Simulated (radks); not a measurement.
The numbers below are computed, except where a source is named.
Excited configurations of Pt: one electron is placed in a higher orbital outside [Xe] 4f14 5d9. The ground configuration is [Xe] 4f14 5d9 6s1. Code: a radial shooting solver on a logarithmic mesh with Libxc functionals. Model: Dirac Kohn-Sham, PBE, spin-unpolarised, spherical densities, finite nucleus; open shells fill j = l - 1/2 first; Fermi nuclear charge, rms radius 5.427 fm. Excitation = E - E(ground); binding = E(ion) - E, where the ion is the core of charge +1; n* = 1/sqrt(2 binding) in atomic units, and the quantum defect is n - n*.

outer orbital  excitation (eV)  binding (eV)     n*  quantum defect  eigenvalue (eV)
5f5/2                    8.277         0.910  3.866           1.134           -0.435
6d3/2                    7.614         1.573  2.941           3.059           -0.720
7s1/2                    6.597         2.590  2.292           4.708           -1.516
7p1/2                    7.330         1.857  2.707           4.293           -1.053
7d3/2                    8.203         0.984  3.719           3.281           -0.554
7f5/2                    8.733         0.454  5.476           1.524           -0.286

The Delta-SCF ionisation energy is 9.187 eV (NIST Atomic Spectra Database: 8.959 eV, measured). Self-interaction in the functional shifts the binding energies and quantum defects, so they are the method's values and not measured ones. Spin polarisation and multiplet splitting are left out, so open shells lie too high by an amount that depends on their filling.

Beside tabulated values, note that spin-unpolarised runs miss the spin-polarisation part of the exchange energy of open shells.
